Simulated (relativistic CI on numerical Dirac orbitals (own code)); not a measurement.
Tm²⁰⁺: q coefficients and field-shift factors

Computed by Dirac-Coulomb-Breit CI, KLI orbitals optimised for each configuration, derivatives by finite differences, unscaled Slater integrals, QED left out (own radial code, finite nucleus).

Configurations in the expansion (outside the closed core [Kr] 4d10): 4f³, 4f²5s, 4f5s², 4f²5p, 4f5s5p, 4f5p², 4f5s5d, 4f²5d. Levels of other configurations are missing.

With x = (α/α₀)² − 1 an excitation energy changes as ω = ω₀ + qx; K = 2q/ω₀ is the relative enhancement. Terms are leading LS components, so labels can repeat. The field-shift factor is F = δν/δ⟨r²⟩ for the transition from the lowest level.

Lowest level 4f³ ⁴I°9/2.

| Level | ω₀ (cm⁻¹) | q (cm⁻¹) | K | F (GHz/fm²) |
| --- | --- | --- | --- | --- |
| 4f³ ⁴I°11/2 | 10370.2 | 11330 | 2.19 | 0.423 |
| 4f³ ⁴I°13/2 | 20237.3 | 20260 | 2 | 0.771 |
| 4f³ ⁴I°15/2 | 29551.3 | 27250 | 1.84 | 1.06 |
| 4f³ ⁴F°3/2 | 32302.4 | 2406 | 0.149 | 0.313 |
| 4f³ ²H°9/2 | 34528.9 | 7592 | 0.44 | 0.493 |
| 4f³ ⁴F°5/2 | 38895.6 | 10870 | 0.559 | 0.621 |
| 4f³ ⁴S°3/2 | 42021.1 | 12440 | 0.592 | 0.689 |
| 4f³ ⁴F°7/2 | 42388.3 | 12730 | 0.601 | 0.707 |
| 4f³ ⁴G°5/2 | 48872.4 | 5602 | 0.229 | 0.541 |
| 4f³ ⁴F°9/2 | 49475.2 | 22190 | 0.897 | 1.05 |
| 4f³ ²H°11/2 | 50961.2 | 22460 | 0.881 | 1.07 |
| 4f³ ⁴G°7/2 | 51538.8 | 14970 | 0.581 | 0.842 |
| 4f³ ²K°13/2 | 54178.2 | 14170 | 0.523 | 0.846 |

At this charge energies of transitions that change n are usually good to better than 1 %, and those within a shell (Δn = 0) to a few per cent. Terms inside the open d or f shell come out 10 to 20 % too wide with unscaled integrals.
